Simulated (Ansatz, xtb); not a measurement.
C5H8FNO: which of two isomers lies lower

Structure I: `C=C(F)C/C(O)=N\C`, a singlet. Structure II: `C=C(F)CC(=O)NC`, a singlet. Both are isolated molecules in the gas phase, relaxed with B3LYP-D3(BJ)/def2-SVP; the shapes shown needn't be the lowest conformers.

I (Å):

```yaml
atoms:
  - { symbol: C, position_ang: [1.0089, -2.3687, -0.1366] }
  - { symbol: C, position_ang: [0.0934, -1.5278, -0.6127] }
  - { symbol: C, position_ang: [-0.0470, -0.0620, -0.3330] }
  - { symbol: C, position_ang: [0.0209, 0.7671, -1.6045] }
  - { symbol: C, position_ang: [2.3479, 0.5480, -1.9930] }
  - { symbol: F, position_ang: [-0.8541, -1.9706, -1.4603] }
  - { symbol: N, position_ang: [1.0304, 1.0322, -2.3203] }
  - { symbol: O, position_ang: [-1.1950, 1.2333, -1.9596] }
  - { symbol: H, position_ang: [0.9930, -3.4230, -0.4169] }
  - { symbol: H, position_ang: [1.7838, -2.0099, 0.5403] }
  - { symbol: H, position_ang: [0.7435, 0.2492, 0.3641] }
  - { symbol: H, position_ang: [-1.0223, 0.1259, 0.1410] }
  - { symbol: H, position_ang: [-1.0566, 1.7220, -2.7893] }
  - { symbol: H, position_ang: [2.5573, -0.3978, -2.5243] }
  - { symbol: H, position_ang: [3.1020, 1.2778, -2.3279] }
  - { symbol: H, position_ang: [2.5178, 0.3578, -0.9158] }
```

II (Å):

```
atom    x (Å)    y (Å)    z (Å)
   C  -0.0866  -2.7721  -0.1355
   C  -0.3254  -1.5684  -0.6485
   C  -0.0799  -0.2293  -0.0362
   C   1.0865   0.5751  -0.6415
   C   2.1662   1.2880  -2.7375
   F  -0.8496  -1.4743  -1.9029
   N   1.1433   0.5765  -2.0022
   O   1.8663   1.1775   0.0734
   H  -0.3107  -3.6749  -0.7057
   H   0.3356  -2.8637   0.8651
   H   0.1443  -0.3361   1.0314
   H  -0.9961   0.3806  -0.1311
   H   0.4520   0.0387  -2.5111
   H   1.7280   2.0491  -3.4048
   H   2.8153   1.7887  -2.0078
   H   2.7779   0.6009  -3.3462
```

Quicker runs give these differences E(II) − E(I): GFN2-xTB −10.6 kcal/mol; HF/STO-3G −8.9 kcal/mol (at GFN2-xTB geometries); r2SCAN-D4/def2-SVP −19.3 kcal/mol (at GFN2-xTB geometries).

Problem. Estimate E(II) − E(I) at the level CCSD(T)/def2-SVP + ΔMP2/def2-TZVPP.

Solution. Calculated at CCSD(T)/def2-SVP + ΔMP2/def2-TZVPP: E(II) − E(I) = −14.4 kcal/mol, so structure II lies lower.

How the difference moves with the method:

```
                             level               geometry  E(II) − E(I) (kcal/mol)  departure from the last row (kcal/mol)  job, with rough time for the two
                          GFN2-xTB               GFN2-xTB                     −10.6                                    +3.9               optimisation, 0.6 s
                         HF/STO-3G               GFN2-xTB                      −8.9                                    +5.5               single point, 1.9 s
                r2SCAN-D4/def2-SVP               GFN2-xTB                     −19.3                                    −4.9                single point, 12 s
             B3LYP-D3(BJ)/def2-SVP  B3LYP-D3(BJ)/def2-SVP                     −18.5                                    −4.0             optimisation, 5.6 min
                       HF/def2-SVP  B3LYP-D3(BJ)/def2-SVP                     −20.0                                    −5.5           part of the CCSD(T) run
                      MP2/def2-SVP  B3LYP-D3(BJ)/def2-SVP                     −17.9                                    −3.4           part of the CCSD(T) run
                  CCSD(T)/def2-SVP  B3LYP-D3(BJ)/def2-SVP                     −17.4                                    −2.9                      single point
CCSD(T)/def2-SVP + ΔMP2/def2-TZVPP  B3LYP-D3(BJ)/def2-SVP                     −14.4                                                     single point, 6.4 min
```

As drawn, II has 1 C=O, 1 C–N, 1 N–H in place of 1 C–O, 1 C=N, 1 O–H.

The levels shown agree on the order. The largest departure from CCSD(T)/def2-SVP + ΔMP2/def2-TZVPP is that of HF/def2-SVP, 5.5 kcal/mol. The last row adds to CCSD(T) the change of the MP2 difference between the two basis sets, here +2.9 kcal/mol.

With thermal terms from frequencies at re-optimised GFN2-xTB minima (ideal gas, soft modes damped towards free rotors, one conformer each, 298.15 K, 1 atm): the zero-point term adds +0.4 kcal/mol; ΔH is −14.0 and ΔG −14.2 kcal/mol.

The correlated steps freeze 8 core orbitals. Programs: Ansatz 0.2.0, xtb 6.7.1; the last row on 2 threads of Intel(R) Xeon(R) Processor @ 2.50GHz (Skylake/Cascade Lake) on a shared host.
